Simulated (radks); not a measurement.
The krypton ion Kr2+, configuration [Ar] 3d10 4s2 4p4.

Calculated with a radial shooting solver on a logarithmic mesh with Libxc functionals: scalar-relativistic Kohn-Sham, MS2 meta-GGA, spin-polarised, spherical densities, finite nucleus; open shells are filled with parallel spins first; meta-GGA in the generalised Kohn-Sham scheme; Fermi nuclear charge, rms radius 4.1884 fm.

Energy parts (eV):
| part | energy |
|---|---|
| total | -75889.046 |
| kinetic | 77628.661 |
| electron-nucleus | -182201.910 |
| Hartree | 31289.517 |
| exchange-correlation | -2605.314 |

Orbitals (lengths in bohr, moments of r in powers of bohr; r(90%) holds 90 % of the orbital's charge):
| orbital | occ. | eigenvalue (eV) | <r> | <r^4> | r(90%) | <r^2> |
|---|---|---|---|---|---|---|
| 1s up | 1 | -14206.30 | 0.04146 | 0.00001384 | 0.0741 | 0.002316 |
| 1s down | 1 | -14206.13 | 0.04146 | 0.00001384 | 0.0741 | 0.002316 |
| 2s up | 1 | -1899.252 | 0.1831 | 0.002706 | 0.283 | 0.03955 |
| 2s down | 1 | -1899.216 | 0.1831 | 0.002705 | 0.283 | 0.03955 |
| 2p up | 3 | -1678.185 | 0.1601 | 0.001970 | 0.261 | 0.03136 |
| 2p down | 3 | -1678.030 | 0.1601 | 0.001970 | 0.261 | 0.03136 |
| 3s up | 1 | -294.3512 | 0.5282 | 0.1619 | 0.784 | 0.3204 |
| 3s down | 1 | -294.1903 | 0.5283 | 0.1617 | 0.784 | 0.3204 |
| 3p up | 3 | -223.2416 | 0.5394 | 0.1944 | 0.821 | 0.3401 |
| 3p down | 3 | -223.0327 | 0.5394 | 0.1935 | 0.820 | 0.3399 |
| 3d up | 5 | -107.1521 | 0.5554 | 0.3079 | 0.908 | 0.3800 |
| 3d down | 5 | -106.8598 | 0.5542 | 0.3004 | 0.905 | 0.3775 |
| 4s up | 1 | -47.9843 | 1.511 | 10.14 | 2.21 | 2.583 |
| 4s down | 1 | -45.1368 | 1.507 | 10.24 | 2.21 | 2.579 |
| 4p up | 3 | -32.3741 | 1.724 | 18.19 | 2.56 | 3.393 |
| 4p down | 1 | -29.7712 | 1.745 | 19.72 | 2.61 | 3.494 |

The highest occupied level is 4p down at -29.771 eV. Spin moment in Bohr magnetons: 2. The electron density at the nucleus is 5.015e+04 e/bohr^3 (large components only). Summed over all electrons, <r^2> = 25.57 bohr^2, which gives a Langevin (diamagnetic) susceptibility term of -20.3 x 10^-6 cm^3/mol. For comparison, the ionisation energy in NIST's Atomic Spectra Database is 35.84 eV (measured). In exact Kohn-Sham theory the highest level is minus the ionisation energy, but local and semilocal functionals leave it too shallow, through self-interaction and a potential that decays too fast; potentials with the right tail come closer.
